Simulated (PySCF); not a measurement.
H8N2Si2 (SMILES N[SiH2][SiH2]N), singlet, at the geometry of the source list; PBE0/STO-3G, polarisability (PySCF).

Here is a job for PySCF.
```python
from pyscf import gto, scf, dft
from pyscf.prop import polarizability

mol = gto.M(
    atom='''
Si    1.120500   -0.476300   -0.603700
N     1.683200    0.902700    0.281100
Si   -1.058200   -0.873400    0.047500
N    -1.989400    0.483400    0.587700
H     2.083700   -1.512700   -0.218100
H     1.283000   -0.308700   -2.065700
H     1.196400    1.779800    0.174000
H     2.672800    1.080500    0.325500
H    -1.874700   -1.398500   -1.051700
H    -1.148400   -1.800800    1.181500
H    -2.273100    1.174000   -0.089500
H    -1.695800    0.950100    1.431400
''',
    basis='sto-3g',
    charge=0,
    spin=0,
    verbose=4,
)

mf = dft.RKS(mol)
mf.xc = 'pbe0'
mf.kernel()
alpha = mf.Polarizability().polarizability()[2, 2]
print('alpha_zz =', alpha)
```

Task: Predict the main parts of the log of this PySCF run.

Result: 
```
site-packages/pyscf/prop/efg/rhf.py:45: UserWarning: Module EFG is under testing
  warnings.warn('Module EFG is under testing')
site-packages/pyscf/prop/efg/dhf.py:30: UserWarning: Module EFG is under testing
  warnings.warn('Module EFG is under testing')
site-packages/pyscf/prop/zfs/uhf.py:40: UserWarning: Module ZFS is under testing
  warnings.warn('Module ZFS is under testing')
site-packages/pyscf/prop/gtensor/uhf.py:43: UserWarning: Module g-tensor is under testing
  warnings.warn('Module g-tensor is under testing')
site-packages/pyscf/prop/gtensor/uks.py:41: UserWarning: Module g-tensor is under testing
  warnings.warn('Module g-tensor is under testing')
site-packages/pyscf/prop/hfc/uks.py:35: UserWarning: Module HFC is under testing
  warnings.warn('Module HFC is under testing')
site-packages/pyscf/prop/magnetizability/rhf.py:39: UserWarning: Module magnetizability is under testing
  warnings.warn('Module magnetizability is under testing')
site-packages/pyscf/prop/magnetizability/uhf.py:37: UserWarning: Module magnetizability is under testing
  warnings.warn('Module magnetizability is under testing')
site-packages/pyscf/prop/magnetizability/rks.py:37: UserWarning: Module magnetizability is under testing
  warnings.warn('Module magnetizability is under testing')
site-packages/pyscf/prop/magnetizability/uks.py:39: UserWarning: Module magnetizability is under testing
  warnings.warn('Module magnetizability is under testing')
site-packages/pyscf/prop/polarizability/uhf.py:34: UserWarning: Module polarizability is under testing
  warnings.warn('Module polarizability is under testing')
site-packages/pyscf/prop/polarizability/rks.py:29: UserWarning: Module polarizability is under testing
  warnings.warn('Module polarizability is under testing')
site-packages/pyscf/prop/polarizability/uks.py:29: UserWarning: Module polarizability is under testing
  warnings.warn('Module polarizability is under testing')
PySCF version 2.14.0

[INPUT] verbose = 4
[INPUT] num. atoms = 12
[INPUT] num. electrons = 50
[INPUT] charge = 0
[INPUT] spin (= nelec alpha-beta = 2S) = 0
[INPUT] symmetry False subgroup None
[INPUT] Mole.unit = angstrom
[INPUT] Symbol           X                Y                Z      unit          X                Y                Z       unit  Magmom
[INPUT]  1 Si     1.120500000000  -0.476300000000  -0.603700000000 AA    2.117438122575  -0.900076553130  -1.140827661400 Bohr   0.0
[INPUT]  2 N      1.683200000000   0.902700000000   0.281100000000 AA    3.180787012868   1.705855772645   0.531202013615 Bohr   0.0
[INPUT]  3 Si    -1.058200000000  -0.873400000000   0.047500000000 AA   -1.999708185015  -1.650486797195   0.089761990917 Bohr   0.0
[INPUT]  4 N     -1.989400000000   0.483400000000   0.587700000000 AA   -3.759421152210   0.913493608615   1.110592043407 Bohr   0.0
[INPUT]  5 H      2.083700000000  -1.512700000000  -0.218100000000 AA    3.937622325756  -2.858588708630  -0.412149267768 Bohr   0.0
[INPUT]  6 H      1.283000000000  -0.308700000000  -2.065700000000 AA    2.424518617817  -0.583358454653  -3.903607255514 Bohr   0.0
[INPUT]  7 H      1.196400000000   1.779800000000   0.174000000000 AA    2.260868335430   3.363334556501   0.328812345674 Bohr   0.0
[INPUT]  8 H      2.672800000000   1.080500000000   0.325500000000 AA    5.050859985737   2.041849077593   0.615105853546 Bohr   0.0
[INPUT]  9 H     -1.874700000000  -1.398500000000  -1.051700000000 AA   -3.542669565722  -2.642781985204  -1.987424965205 Bohr   0.0
[INPUT] 10 H     -1.148400000000  -1.800800000000   1.181500000000 AA   -2.170161481451  -3.403018805117   2.232711416174 Bohr   0.0
[INPUT] 11 H     -2.273100000000   1.174000000000  -0.089500000000 AA   -4.295536453749   2.218538470239  -0.169130488149 Bohr   0.0
[INPUT] 12 H     -1.695800000000   0.950100000000   1.431400000000 AA   -3.204597562037   1.795428790949   2.704953974702 Bohr   0.0

nuclear repulsion = 224.506660458098
number of shells = 24
number of NR pGTOs = 108
number of NR cGTOs = 36
basis = sto-3g
ecp = {}

******** <class 'pyscf.dft.rks.RKS'> ********
method = RKS
initial guess = minao
damping factor = 0
level_shift factor = 0
DIIS = <class 'pyscf.scf.diis.CDIIS'>
diis_start_cycle = 1
diis_space = 8
diis_damp = 0
SCF conv_tol = 1e-09
SCF conv_tol_grad = None
SCF max_cycles = 50
direct_scf = True
direct_scf_tol = 1e-13
XC library pyscf.dft.libxc version 7.1.2
    S. Lehtola, C. Steigemann, M. J. T. Oliveira, and M. A. L. Marques,  SoftwareX 7, 1–5 (2018)
XC functionals = pbe0
    C. Adamo and V. Barone,  J. Chem. Phys. 110, 6158 (1999)
    M. Ernzerhof and G. E. Scuseria,  J. Chem. Phys. 110, 5029 (1999)
radial grids:
    Treutler-Ahlrichs [JCP 102, 346 (1995); DOI:10.1063/1.469408] (M4) radial grids

becke partition: Becke, JCP 88, 2547 (1988); DOI:10.1063/1.454033
pruning grids: <function nwchem_prune>
grids dens level: 3
symmetrized grids: False
atomic radii adjust function: <function treutler_atomic_radii_adjust>
small_rho_cutoff = 0
Set gradient conv threshold to 3.16228e-05
Initial guess from minao.
tot grids = 144632
init E= -684.668846644855
  HOMO = -0.27118903661307  LUMO = 0.105363922440889  gap/eV = 10.24653
cycle= 1 E= -684.668138479399  delta_E= 0.000708  |g|= 0.589  |ddm|= 3.91
  HOMO = 0.000856799260249508  LUMO = 0.224103923614012  gap/eV = 6.07486
cycle= 2 E= -684.669602738407  delta_E= -0.00146  |g|= 0.594  |ddm|= 1.64
  HOMO = -0.115062712158869  LUMO = 0.239600727859948  gap/eV = 9.65088
cycle= 3 E= -684.77917755146  delta_E= -0.11  |g|= 0.0268  |ddm|= 0.928
  HOMO = -0.114836592915281  LUMO = 0.233647082404092  gap/eV = 9.48272
cycle= 4 E= -684.779446903958  delta_E= -0.000269  |g|= 0.0108  |ddm|= 0.0672
  HOMO = -0.115377052185319  LUMO = 0.233707840350349  gap/eV = 9.49908
cycle= 5 E= -684.779484902431  delta_E= -3.8e-05  |g|= 0.0019  |ddm|= 0.0195
  HOMO = -0.115517466983483  LUMO = 0.234040464694043  gap/eV = 9.51196
cycle= 6 E= -684.779486190373  delta_E= -1.29e-06  |g|= 0.000288  |ddm|= 0.00368
  HOMO = -0.115531754583095  LUMO = 0.234025464450249  gap/eV = 9.51194
cycle= 7 E= -684.779486224193  delta_E= -3.38e-08  |g|= 5.18e-05  |ddm|= 0.000628
  HOMO = -0.115524731194094  LUMO = 0.234023352763813  gap/eV = 9.51169
cycle= 8 E= -684.779486225247  delta_E= -1.05e-09  |g|= 6.5e-06  |ddm|= 0.000105
  HOMO = -0.115523766770277  LUMO = 0.234022784262393  gap/eV = 9.51165
cycle= 9 E= -684.779486225267  delta_E= -1.93e-11  |g|= 8.72e-07  |ddm|= 1.52e-05
  HOMO = -0.115523792045383  LUMO = 0.234022665712633  gap/eV = 9.51164
Extra cycle  E= -684.779486225267  delta_E= -2.27e-13  |g|= 4.68e-07  |ddm|= 2.82e-06
converged SCF energy = -684.779486225267
Isotropic polarizability 31.7933828526
Polarizability anisotropy 10.4462192045
alpha_zz = 27.246724322576366
```
